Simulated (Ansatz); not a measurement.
Harmonic frequencies (cm⁻¹) at PBE0-D4/def2-TZVP from Ansatz: 12, 71, 72, 141, 170, 176, 278, 368, 383, 436, 517, 535, 651, 725, 1180, 1181, 1227, 1478, 1491, 1491, 1544, 2991, 3050, 3052, 3547, 3636, 4009.

Each molecule was computed in one conformer, which needn't be the lowest.

**Question.** Which molecule is it?
A. `[F][Sc]([O][SiH3])[O][SiH3]`
B. `[SiH3][O][Sc]([Cl])[O][SiH3]`
C. `[CH3][Sc]([NH2])[NH2]`
D. `C[O][Sc]([NH2])[OH]`

**Answer.** D.
